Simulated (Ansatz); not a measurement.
Steps of a relaxation of `CC(=O)CC(=O)C(F)(F)F` with RKS PBE-D4/def2-SVP.

```sh
$ ansatz run in.yaml --threads 2 --pin off --events-out ev --progress --plain --max-ram 22528MiB --backend cpu
```

```yaml
crystal:
  periodic: [false, false, false]
  atoms:
    - {symbol: C, position_ang: [-2.222600, -0.487900, 0.666000]}
    - {symbol: C, position_ang: [-1.046900, 0.067900, -0.049300]}
    - {symbol: O, position_ang: [-1.091500, 0.362400, -1.256300]}
    - {symbol: C, position_ang: [0.277600, 0.217900, 0.775900]}
    - {symbol: C, position_ang: [1.381200, 0.740300, -0.010700]}
    - {symbol: O, position_ang: [1.919800, 1.815800, 0.364000]}
    - {symbol: C, position_ang: [1.893800, -0.089200, -1.161900]}
    - {symbol: F, position_ang: [1.331500, -1.310900, -1.202600]}
    - {symbol: F, position_ang: [1.642600, 0.500900, -2.332000]}
    - {symbol: F, position_ang: [3.212100, -0.316600, -1.072400]}
    - {symbol: H, position_ang: [-2.086200, -1.443500, 1.068200]}
    - {symbol: H, position_ang: [-3.085300, -0.488100, -0.034800]}
    - {symbol: H, position_ang: [-2.588200, 0.262900, 1.451300]}
    - {symbol: H, position_ang: [-0.035900, 0.901000, 1.627000]}
    - {symbol: H, position_ang: [0.476300, -0.783600, 1.196900]}
basis:
  gaussian: {orbitals: def2-SVP}
hamiltonian: {xc: pbe, dispersion: d4}
relax: {f_tol: 0.03, max_steps: 200}
```

Positions (Å) and forces (eV/Å) along the path, 10 of 42 steps:

```xyz
15
step=1 energy=-17479.2453 eV
C    -2.223   -0.488    0.666   -1.957    3.149   -0.315
C    -1.047    0.068   -0.049    0.903    0.060   -2.124
O    -1.091    0.362   -1.256    0.144   -0.169    1.841
C     0.278    0.218    0.776   -2.912   -0.312    0.656
C     1.381    0.740   -0.011    1.684    3.564    2.253
O     1.920    1.816    0.364   -0.658   -2.322   -1.685
C     1.894   -0.089   -1.162    0.581   -0.618   -1.226
F     1.331   -1.311   -1.203   -0.586   -0.460    0.279
F     1.643    0.501   -2.332    0.013    0.436   -0.276
F     3.212   -0.317   -1.072    0.532    0.407    0.261
H    -2.086   -1.444    1.068    0.444   -2.033    1.126
H    -3.085   -0.488   -0.035    0.247   -0.290   -0.132
H    -2.588    0.263    1.451    0.628   -0.852   -0.261
H    -0.036    0.901    1.627    0.766   -0.358   -0.509
H     0.476   -0.784    1.197    0.171   -0.203    0.111
15
step=13 energy=-17479.7639 eV
C    -2.267   -0.500    0.667   -0.004   -0.022    0.037
C    -1.094    0.147   -0.035   -0.035    0.094    0.021
O    -1.157    0.594   -1.167    0.003   -0.027   -0.006
C     0.208    0.256    0.778    0.060   -0.047    0.013
C     1.333    0.809   -0.072   -0.059   -0.003   -0.055
O     1.801    1.919    0.045    0.021    0.026    0.008
C     1.926   -0.146   -1.156    0.085   -0.016   -0.054
F     1.213   -1.295   -1.264    0.027    0.051   -0.006
F     1.971    0.450   -2.355   -0.010   -0.058    0.117
F     3.188   -0.479   -0.793   -0.090    0.014   -0.027
H    -2.033   -1.562    0.896   -0.014    0.024   -0.007
H    -3.163   -0.447    0.023    0.010   -0.006    0.002
H    -2.468    0.000    1.639    0.021   -0.031   -0.052
H     0.048    0.946    1.631   -0.004    0.003   -0.003
H     0.472   -0.742    1.191   -0.011   -0.001    0.012
15
step=15 energy=-17479.7670 eV
C    -2.252   -0.525    0.666    0.007   -0.012    0.040
C    -1.103    0.175   -0.026   -0.025    0.010   -0.019
O    -1.184    0.643   -1.149   -0.004   -0.008    0.029
C     0.205    0.290    0.775    0.042   -0.022    0.035
C     1.327    0.824   -0.091   -0.008    0.012   -0.012
O     1.801    1.933    0.002   -0.013   -0.010   -0.008
C     1.917   -0.160   -1.150    0.098   -0.030   -0.042
F     1.155   -1.274   -1.289    0.056    0.081   -0.008
F     2.043    0.432   -2.344   -0.013   -0.083    0.118
F     3.145   -0.555   -0.730   -0.142    0.033   -0.052
H    -2.000   -1.598    0.817   -0.016    0.051   -0.014
H    -3.165   -0.444    0.048    0.017   -0.007    0.011
H    -2.432   -0.093    1.674    0.015   -0.027   -0.057
H     0.052    1.000    1.615   -0.001   -0.004   -0.013
H     0.468   -0.698    1.211   -0.013    0.016   -0.005
15
step=17 energy=-17479.7714 eV
C    -2.231   -0.553    0.667    0.012   -0.028   -0.002
C    -1.114    0.208   -0.012   -0.093    0.082   -0.039
O    -1.234    0.734   -1.105    0.031   -0.046    0.059
C     0.206    0.318    0.771    0.050   -0.024   -0.007
C     1.313    0.840   -0.122    0.025   -0.035    0.020
O     1.770    1.959   -0.077   -0.015    0.049    0.018
C     1.912   -0.177   -1.141    0.018   -0.020   -0.047
F     1.087   -1.235   -1.344    0.056    0.057   -0.016
F     2.165    0.410   -2.316   -0.005   -0.093    0.087
F     3.075   -0.658   -0.634   -0.098    0.037   -0.042
H    -1.945   -1.623    0.762   -0.020    0.030    0.013
H    -3.158   -0.471    0.070    0.015    0.003   -0.002
H    -2.406   -0.171    1.695    0.025   -0.028   -0.023
H     0.067    1.038    1.604   -0.006    0.001   -0.017
H     0.470   -0.667    1.213    0.005    0.015   -0.004
15
step=22 energy=-17479.7790 eV
C    -2.203   -0.590    0.670    0.004    0.005    0.025
C    -1.136    0.251    0.006   -0.003    0.016   -0.053
O    -1.302    0.829   -1.053   -0.001   -0.032    0.062
C     0.208    0.358    0.757   -0.022    0.003   -0.019
C     1.293    0.868   -0.167    0.068    0.019    0.033
O     1.722    2.000   -0.178   -0.027   -0.028   -0.021
C     1.906   -0.196   -1.128    0.060   -0.041   -0.048
F     1.011   -1.172   -1.429    0.073    0.061   -0.001
F     2.347    0.354   -2.264   -0.045   -0.071    0.131
F     2.954   -0.787   -0.493   -0.127    0.059   -0.071
H    -1.893   -1.657    0.659   -0.009    0.029   -0.009
H    -3.159   -0.478    0.127    0.010   -0.008    0.008
H    -2.330   -0.305    1.736    0.008   -0.013   -0.031
H     0.083    1.094    1.579    0.002    0.001   -0.006
H     0.478   -0.620    1.207    0.009    0.001    0.000
15
step=24 energy=-17479.7834 eV
C    -2.182   -0.613    0.673    0.002   -0.009    0.033
C    -1.150    0.275    0.012    0.010   -0.020    0.005
O    -1.351    0.877   -1.025   -0.012    0.000    0.015
C     0.205    0.391    0.745    0.001   -0.002   -0.002
C     1.286    0.884   -0.191    0.024    0.039    0.000
O     1.702    2.020   -0.239   -0.016   -0.049   -0.023
C     1.899   -0.210   -1.117    0.124   -0.048   -0.038
F     0.968   -1.123   -1.491    0.091    0.071    0.013
F     2.460    0.314   -2.212   -0.084   -0.085    0.164
F     2.857   -0.871   -0.408   -0.144    0.077   -0.114
H    -1.862   -1.674    0.577   -0.012    0.043   -0.010
H    -3.162   -0.479    0.179    0.016   -0.013    0.014
H    -2.261   -0.402    1.761    0.003   -0.003   -0.056
H     0.086    1.139    1.556    0.000    0.003   -0.001
H     0.481   -0.579    1.208   -0.002   -0.001    0.001
15
step=28 energy=-17479.7889 eV
C    -2.145   -0.645    0.666   -0.040    0.005   -0.014
C    -1.168    0.318    0.033    0.074    0.012   -0.009
O    -1.417    0.976   -0.958   -0.021    0.014   -0.001
C     0.204    0.431    0.741   -0.001    0.007   -0.009
C     1.276    0.896   -0.219   -0.003   -0.015    0.049
O     1.673    2.033   -0.327    0.009    0.014   -0.023
C     1.887   -0.236   -1.099   -0.042    0.060   -0.015
F     0.918   -1.063   -1.564    0.004   -0.012    0.004
F     2.570    0.254   -2.132    0.026   -0.026   -0.005
F     2.723   -0.979   -0.330    0.007   -0.011   -0.001
H    -1.779   -1.679    0.498   -0.005   -0.031    0.006
H    -3.142   -0.528    0.205   -0.005   -0.006    0.001
H    -2.202   -0.496    1.763   -0.003   -0.010    0.020
H     0.101    1.199    1.536    0.001   -0.005   -0.006
H     0.479   -0.532    1.217   -0.001    0.004    0.004
15
step=31 energy=-17479.7916 eV
C    -2.105   -0.682    0.641    0.037    0.014    0.004
C    -1.178    0.367    0.061   -0.036   -0.065   -0.029
O    -1.477    1.085   -0.872   -0.002   -0.006    0.040
C     0.208    0.482    0.746    0.005    0.008    0.030
C     1.272    0.909   -0.238    0.001   -0.001   -0.026
O     1.662    2.041   -0.409   -0.003   -0.003    0.011
C     1.863   -0.262   -1.080    0.021   -0.037    0.019
F     0.863   -1.028   -1.589    0.023    0.017   -0.004
F     2.630    0.172   -2.078   -0.036   -0.010    0.020
F     2.608   -1.057   -0.268   -0.019    0.025   -0.020
H    -1.704   -1.690    0.397   -0.006    0.049    0.001
H    -3.116   -0.575    0.207    0.006    0.001   -0.004
H    -2.149   -0.614    1.748    0.006    0.001   -0.031
H     0.120    1.273    1.520    0.004    0.001   -0.008
H     0.481   -0.471    1.243   -0.001    0.006   -0.003
15
step=37 energy=-17479.7969 eV
C    -1.994   -0.748    0.520    0.094    0.001   -0.022
C    -1.194    0.483    0.148   -0.136    0.167   -0.166
O    -1.590    1.351   -0.610    0.074   -0.264    0.213
C     0.214    0.597    0.802    0.010    0.007    0.010
C     1.257    0.908   -0.250    0.001    0.068   -0.040
O     1.668    2.011   -0.532   -0.024   -0.097    0.027
C     1.768   -0.345   -1.024    0.005   -0.012   -0.056
F     0.711   -1.091   -1.451    0.053    0.048    0.017
F     2.514   -0.017   -2.079   -0.051   -0.025    0.095
F     2.501   -1.125   -0.191   -0.010    0.018   -0.024
H    -1.457   -1.649    0.141   -0.061    0.102    0.056
H    -3.003   -0.699    0.073    0.016    0.012   -0.002
H    -2.066   -0.852    1.625    0.015    0.000   -0.077
H     0.178    1.455    1.504    0.006   -0.035   -0.035
H     0.471   -0.328    1.353    0.009    0.013    0.002
15
step=42 energy=-17479.7998 eV
C    -1.966   -0.762    0.505    0.009    0.020   -0.004
C    -1.203    0.499    0.170   -0.011   -0.010    0.005
O    -1.634    1.383   -0.542    0.004   -0.018    0.010
C     0.215    0.621    0.804    0.003    0.008   -0.007
C     1.249    0.908   -0.263   -0.001   -0.013    0.010
O     1.666    2.003   -0.563   -0.004    0.004   -0.006
C     1.750   -0.359   -1.018    0.012   -0.010    0.025
F     0.684   -1.062   -1.492    0.002    0.002   -0.004
F     2.549   -0.053   -2.038   -0.002    0.000    0.000
F     2.420   -1.169   -0.161   -0.013    0.013   -0.017
H    -1.407   -1.638    0.113   -0.003    0.006    0.000
H    -2.975   -0.727    0.055    0.003    0.000   -0.001
H    -2.040   -0.894    1.605    0.003    0.002   -0.007
H     0.190    1.493    1.486    0.000   -0.004   -0.004
H     0.480   -0.293    1.369   -0.003    0.000   -0.002
```

It took 2.4 min on 2 threads of an AMD EPYC 7R13 on a shared host, with 0.3 GiB of host memory at the peak.
